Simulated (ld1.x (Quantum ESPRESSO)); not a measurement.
**lanthanum (La): TM pseudisation with PBE, non-relativistic reference atom.**

| Property | Result |
| --- | --- |
| Element | La |
| Generator | ld1.x (Quantum ESPRESSO) 7.5 |
| Type | norm-conserving Troullier–Martins (Kleinman–Bylander form) |
| Functional | PBE |
| Relativity | non-relativistic |
| Frozen core | [Kr] 4d10 5s2 |
| Valence charge | 9 |
| Reference configuration | 4f0 5p6 5d1 6s2 6p0 |
| Partial waves | 5p (bound): rc 1.60 bohr; 5d (bound): rc 4.00 bohr; 4f (bound, empty): rc 1.40 bohr; 6s (bound): rc 4.15 bohr |
| Local potential | the s channel |
| Core correction | Bessel-smoothed model core inside 1.10 bohr |

All-electron outer shells of the reference configuration (PBE, non-relativistic, ld1.x):

```json
{"shell": "4d", "level (eV)": "-107.70", "outermost node (bohr)": "0.32", "outermost maximum (bohr)": "0.67"}
{"shell": "5s", "level (eV)": "-35.96", "outermost node (bohr)": "0.81", "outermost maximum (bohr)": "1.47"}
{"shell": "5p", "level (eV)": "-22.37", "outermost node (bohr)": "0.84", "outermost maximum (bohr)": "1.60"}
{"shell": "4f", "level (eV)": "-7.82", "outermost node (bohr)": "–", "outermost maximum (bohr)": "0.72"}
{"shell": "5d", "level (eV)": "-3.73", "outermost node (bohr)": "0.94", "outermost maximum (bohr)": "2.16"}
{"shell": "6s", "level (eV)": "-3.47", "outermost node (bohr)": "1.94", "outermost maximum (bohr)": "3.98"}
{"shell": "6p", "level (eV)": "-1.44", "outermost node (bohr)": "2.23", "outermost maximum (bohr)": "4.99"}
```

Q: Does the generator finish with these settings?

A: Yes, a potential is produced.

Q: Estimate the cutoffs (Ry, on a coarse ladder) from which the occupation-weighted sum of valence levels, in a spherical-Bessel basis at the reference potential, stays within 10 and 1 mRy of its value at 400 Ry.

A: 45 Ry and 70 Ry. The cutoffs count occupied waves only; the empty 4f level needs 160 Ry at the loose tolerance.

Q: Does the potential have ghost states?

A: No extra level below or beside the all-electron valence levels (p, d, f, s tested).

Q: Which valence shell sets the plane-wave cutoff?

A: 5p: its level needs 45 Ry to come within 1 mRy, against 12 Ry for 5d.

Q: Tests: 4f0 5p6 5d1 6s1 6p0; 4f0 5p6 5d1 6s0 6p0; 4f0 5p6 5d0 6s0 6p0; 4f0 5p6 5d0 6s2 6p1; 4f1 5p6 5d1 6s0 6p0; 4f0 5p6 5d2 6s1 6p0; 4f0 5p6 5d1 6s0 6p2. Which has the largest error in its energy relative to the reference configuration, and how large is it?

A: 4f1 5p6 5d1 6s0 6p0, with -1407 meV (all-electron minus pseudo) on +3.54 eV.
